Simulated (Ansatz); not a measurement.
BeCl2(NH3)2 (BeN2Cl2H6). Charge 0, multiplicity 1. Geometry PBE0-D4/def2-SVP; atoms count from 1.

```tsv
atom	x (Å)	y (Å)	z (Å)
Be1	0.266	0.046	-0.612
Cl2	2.083	0.789	-0.761
Cl3	-0.831	-0.575	-2.126
N4	-0.707	1.325	0.186
H5	-0.331	1.677	1.067
H6	-1.693	1.094	0.306
H7	-0.661	2.096	-0.482
N8	0.420	-1.374	0.475
H9	-0.458	-1.805	0.765
H10	1.008	-1.216	1.294
H11	0.903	-2.057	-0.111
```

Question: Estimate the Mulliken populations from the PBE0/def2-TZVP orbitals of Ansatz.

Answer: 
| atom | charge (e) |
| --- | --- |
| Be1 | 0.07 |
| Cl2 | -0.40 |
| Cl3 | -0.40 |
| N4 | -0.47 |
| H5 | 0.27 |
| H6 | 0.27 |
| H7 | 0.30 |
| N8 | -0.47 |
| H9 | 0.26 |
| H10 | 0.27 |
| H11 | 0.30 |
Mulliken values and Mayer orders depend strongly on the basis.

Question: And the Mayer bond orders between bonded heavy atoms (over 0.3)?

Answer: Be1–Cl2 0.99 (1.97 Å); Be1–Cl3 0.99 (1.97 Å); Be1–N4 0.59 (1.79 Å); Be1–N8 0.59 (1.79 Å).
